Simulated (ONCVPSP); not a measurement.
## An all-electron radial function and its pseudo partner (titanium)

Columns: radius, all-electron u(r) and pseudo u(r) of the 3d shell (level -4.26 eV) of titanium in the configuration [Ne] 3s2 3p6 3d2 4s2; PBE, scalar-relativistic, ONCV scheme, ONCVPSP 4.0.1.

```csv
r (bohr),all-electron,pseudo
0.088,0.0231,0.0051
0.175,0.1081,0.0375
0.262,0.2292,0.1131
0.350,0.3579,0.2326
0.438,0.4750,0.3783
0.525,0.5713,0.5231
0.612,0.6472,0.6462
0.700,0.7034,0.7343
0.788,0.7405,0.7837
0.875,0.7611,0.8011
0.962,0.7687,0.7977
1.050,0.7662,0.7831
1.138,0.7559,0.7637
1.225,0.7401,0.7429
1.312,0.7203,0.7210
1.400,0.6977,0.6977
1.487,0.6736,0.6735
1.575,0.6482,0.6482
1.662,0.6228,0.6227
1.750,0.5971,0.5970
1.838,0.5717,0.5717
1.925,0.5472,0.5472
2.012,0.5234,0.5233
2.100,0.5001,0.5001
2.188,0.4777,0.4777
2.275,0.4566,0.4565
```

How many radial nodes do the two functions have?

The all-electron 3d function has n − l − 1 = 0; the pseudo-wave has 0.

At about which radius was the pseudo-wave matched?

1.50 bohr. The columns agree to 0.0005 from 1.40 bohr on; several derivatives are matched, so the curves merge somewhat inside the radius.

Where does each function peak?

Outermost all-electron maximum near 0.96 bohr, pseudo maximum near 0.88 bohr (to the table’s step).

Is the pseudo-wave norm-conserving?

Yes: the ONCV scheme keeps the norm inside the radius equal to the all-electron one, which fixes the energy derivative of the logarithmic derivative at the level.
